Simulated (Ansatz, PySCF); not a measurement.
Series SiXY, Y = amino, computed as singlets and as triplets. All species are isolated molecules in the gas phase. One relaxed conformer stands for each flexible species; it need not be the lowest. Strings in code marks are SMILES.

Quantity: adiabatic spin-state energy, in kcal/mol. HF references are unrestricted for open shells and restricted for singlets.

Level 1: frozen-core CCSDT(Q)/6-31g // PBE0-D3(BJ)/def2-TZVP (Ansatz, an electronic-structure program)
Level 2: CAM-B3LYP/cc-pVTZ // PBE0-D3(BJ)/def2-TZVP (Ansatz)
Level 3: PBE-D3(BJ)/def2-TZVP // PBE0-D3(BJ)/def2-TZVP (PySCF)
Level 4: SVWN5/6-31G* // PBE0-D3(BJ)/def2-TZVP (PySCF)

| species | level 1 | level 2 | level 3 | level 4 |
|---|---|---|---|---|
| `N[Si][SiH3]`: multiplicity 3 minus multiplicity 1 | 31.1 | 31.1 | 28.8 | 33.2 |
| `N[Si]N`: multiplicity 3 minus multiplicity 1 | 56.8 | 57.0 | 52.7 | ___ |
| `N[Si]S`: multiplicity 3 minus multiplicity 1 | 47.8 | ___ | 47.4 | ___ |
| `N[Si][AlH2]`: multiplicity 3 minus multiplicity 1 | ___ | ___ | 13.5 | 17.5 |
| `B[Si]N`: multiplicity 3 minus multiplicity 1 | 17.5 | 14.9 | 11.1 | 14.8 |

Task: Some entries are withheld; supply them.

Result: 
- `N[Si]N`: multiplicity 3 minus multiplicity 1, level 4: 56.6
- `N[Si]S`: multiplicity 3 minus multiplicity 1, level 2: 50.8
- `N[Si]S`: multiplicity 3 minus multiplicity 1, level 4: 51.6
- `N[Si][AlH2]`: multiplicity 3 minus multiplicity 1, level 1: 17.7
- `N[Si][AlH2]`: multiplicity 3 minus multiplicity 1, level 2: 16.4
